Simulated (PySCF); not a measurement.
Polarisability and C₆ of Ag (silver, neutral)

[Kr] 4d10 5s1, 2S determinant. Calculation: PySCF 2.14, in ANO-RCC-VTZP (7s6p4d2f1g, 68 functions); the spin-free X2C one-electron Hamiltonian (Gaussian nucleus). Coupled (time-dependent) response in atomic units; α is the mean over directions. The basis has no added diffuse functions, which lowers α and C₆.

```json
{"method": "wB97X", "mean α (bohr³)": "48.18", "C₆ (like pair)": "361.4", "S(−4)": "1738"}
```

S(−4) is the Cauchy moment in α(ω) = α(0) + S(−4) ω² + …

Reference α: 55 ± 8 bohr³ (recommended; Schwerdtfeger and Nagle, table of static dipole polarizabilities (2023 update)). Published C₆: 341.0 (Gould and Bucko (2016)).

α(iu) at wB97X:

| u (hartree) | α(iu) (bohr³) |
| --- | --- |
| 0 | 48.18 |
| 0.0500 | 44.27 |
| 0.100 | 36.12 |
| 0.200 | 22.63 |
| 0.300 | 15.43 |
| 0.500 | 9.203 |
| 0.750 | 6.246 |
| 1.00 | 4.807 |
| 1.50 | 3.263 |
| 2.00 | 2.374 |
| 3.00 | 1.387 |
| 5.00 | 0.6158 |

A single London oscillator, α(iu) = α/(1 + u²/ω²), gives C₆ = (3/4) ω α². Matching the computed C₆ needs ω = 4 × 361.4 / (3 × 48.18²) = 0.208 hartree.
